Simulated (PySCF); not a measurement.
**Ta⁺ (tantalum, charge +1) across methods**

[Xe] 4f14 5d4, high-spin 5D determinant (an excited configuration). Calculation: PySCF 2.14, in def2-TZVPPD with the def2 core potential (60 electrons) (6s5p3d2f1g, 59 functions); scalar relativity through the core potential.

| method | E (hartree) | mean ε 5p α (eV) | mean ε 5p β (eV) | mean ε 5d α (eV) | Σ⟨r²⟩ (bohr²) | ⟨S²⟩ |
| --- | --- | --- | --- | --- | --- | --- |
| PBE | -56.5394 | -43.612 | -41.526 | -9.881 | 37.84 | 6.001 |
| TPSSh | -56.5087 | -44.953 | -42.434 | -10.204 | 37.54 | 6.001 |
| LDA | -56.3645 | -43.613 | -41.602 | -9.983 | 38.18 | 6.000 |
| PBE0 | -56.5134 | -46.384 | -43.518 | -10.989 | 37.41 | 6.001 |
| BLYP | -56.4944 | -43.514 | -41.555 | -9.618 | 38.04 | 6.000 |
| TPSS | -56.5171 | -43.872 | -41.658 | -9.754 | 37.70 | 6.001 |
| r2SCAN | -56.5453 | -44.791 | -42.054 | -10.004 | 37.37 | 6.002 |
| r2SCANh | -56.5306 | -45.742 | -42.775 | -10.447 | 37.28 | 6.002 |

Q: Estimate the same row for UHF.

A: E (hartree) = -56.02288; mean ε 5p α (eV) = -54.056; mean ε 5p β (eV) = -48.543; mean ε 5d α (eV) = -13.845; Σ⟨r²⟩ (bohr²) = 37.10; ⟨S²⟩ = 6.005.

Energies and moments cover only the electrons outside the core potential. Spin-orbit coupling, absent here, splits the open shell strongly.
